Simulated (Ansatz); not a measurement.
The cluster Ca₂O. Charge 0, multiplicity 3. Geometry B3LYP-D4/def2-TZVP, that of the charge +1 doublet; atoms count from 1.

| atom | x (Å) | y (Å) | z (Å) |
| --- | --- | --- | --- |
| Ca1 | -1.433 | 1.251 | -0.586 |
| Ca2 | 1.434 | -1.249 | 0.585 |
| O3 | -0.001 | -0.001 | 0.001 |

The structure comes from a short search, and lower isomers may exist.

Estimate the Mulliken populations from the PBE0/def2-TZVP orbitals of Ansatz.


| atom | charge (e) | spin (α − β) |
| --- | --- | --- |
| Ca1 | 0.54 | 1.00 |
| Ca2 | 0.54 | 1.00 |
| O3 | -1.08 | -0.01 |
Mulliken values and Mayer orders depend strongly on the basis.

Where does the spin sit?

Summed by element: Ca 2.01, O -0.01, of 2 unpaired in all. Largest on single atoms: Ca1 1.00, Ca2 1.00, O3 -0.01.

And the Mayer bond orders between bonded heavy atoms (over 0.3)?

Ca1–O3 0.78 (1.99 Å); Ca2–O3 0.78 (1.99 Å).
